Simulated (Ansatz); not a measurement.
Isomers of C4H12OSi (singlet), relaxed with PBE-D4/def2-SVP; total energies from Ansatz at ωB97M-V/def2-TZVP.

```tsv
isomer	description	energy (Eh)
A	SiH2Me(OiPr) (C₄H₁₂OSi)	-524.36431
B	Si(OtBu)H3 (C₄H₁₂OSi)	-524.34987
C	SiHMe2(OEt) (C4H12OSi)	-524.37733
D	Si(OMe)Me3 (C₄H₁₂OSi)	-524.39021
```

Question: Work out the relative energies (1 Eh = 2625.5 kJ/mol) and the Boltzmann populations at 1200 K from electronic energies alone (R = 8.314 J/mol/K).

Answer: ΔE: A 68.0, B 105.9, C 33.8, D 0.0 kJ/mol. RT = 9.98 kJ/mol. Factors exp(−ΔE/RT): A 0.0011, B 2.46e-05, C 0.0338, D 1; sum 1.035. Populations: A 0.1 %, B 0.0 %, C 3.3 %, D 96.6 %. Zero-point energy, vibrational entropy and symmetry numbers are left out and can shift these; an error of 4 kJ/mol changes a ratio by a factor of 1.5. Over the other density-functional and correlated levels in def2 sets, the gap between D and C ranges from 20 to 34 kJ/mol.
